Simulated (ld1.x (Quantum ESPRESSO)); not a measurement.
# Te (Z = 52): variants of one TM potential

Base potential:

| Quantity | Value |
| --- | --- |
| Element | Te |
| Generator | ld1.x (Quantum ESPRESSO) 7.5 |
| Type | norm-conserving Troullier–Martins (Kleinman–Bylander form) |
| Functional | PW91 |
| Relativity | non-relativistic |
| Frozen core | [Kr] 4d10 |
| Valence charge | 6 |
| Reference configuration | 5s1 5p5 |
| Partial waves | 5s (bound): rc 1.45 bohr; 5p (bound): rc 1.80 bohr; 5d channel at 0.4 Ry: rc 1.50 bohr |
| Local potential | all-electron potential smoothed inside 1.25 bohr (lloc = -1) |
| Core correction | none |

Cutoffs, loose and tight: the cutoffs (Ry, on a coarse ladder) from which the occupation-weighted sum of valence levels, in a spherical-Bessel basis at the reference potential, stays within 10 and 1 mRy of its value at 400 Ry. They do not see the model core or the augmentation charge, which bear on the density cutoff. Test errors are all-electron minus pseudo excitation energies from the reference, over the configurations 5s2 5p4; 5s2 5p3; 5s2 5p2; 5s1 5p4; 5s2 5p1; 5s2 5p4.3; 5s0 5p6. A dash means not determined; rows that change the core or the reference have their own tests. The largest error is taken over the tests solved by every variant that gives reliable tests at all: 5s0 5p6; 5s2 5p4; 5s2 5p4.3.

A true bound ghost makes a file unfit for plane-wave use even where its test errors are small: the radial tests pick states by their node count and pass the ghost by. Where a test does run into it, the solver fails or the error is huge.

```tsv
change	outcome	cutoff, loose	cutoff, tight	bound ghosts	largest test error (meV)
base	generated	40 Ry	110 Ry	s, d, p	+58
local potential all-electron potential smoothed inside 0.78 bohr (lloc = -1)	generated	40 Ry	110 Ry	s, d, p	+61
local potential all-electron potential smoothed inside 0.90 bohr (lloc = -1)	generated	40 Ry	110 Ry	s, d, p	+61
local potential all-electron potential smoothed inside 1.20 bohr (lloc = -1)	generated	40 Ry	110 Ry	s, d, p	+59
local potential all-electron potential smoothed inside 1.46 bohr (lloc = -1)	generated	40 Ry	110 Ry	d, s, p	+94
local potential all-electron potential smoothed inside 1.64 bohr (lloc = -1)	generated	40 Ry	110 Ry	d, s	+60
```

(1) What comes out with this change to the base: local potential all-electron potential smoothed inside 2.00 bohr (lloc = -1)?

Answers

(1) outcome: generated; cutoff, loose: 40 Ry; cutoff, tight: 110 Ry; bound ghosts: d; largest test error (meV): +59.

Reading the sweep of the rcloc (base included, trends over the rows without a ghost): Bound ghosts are found at 0.78, 0.9, 1.2, 1.25, 1.46, 1.64, 2 bohr. Every judged row has one, so this setting neither creates nor removes them.
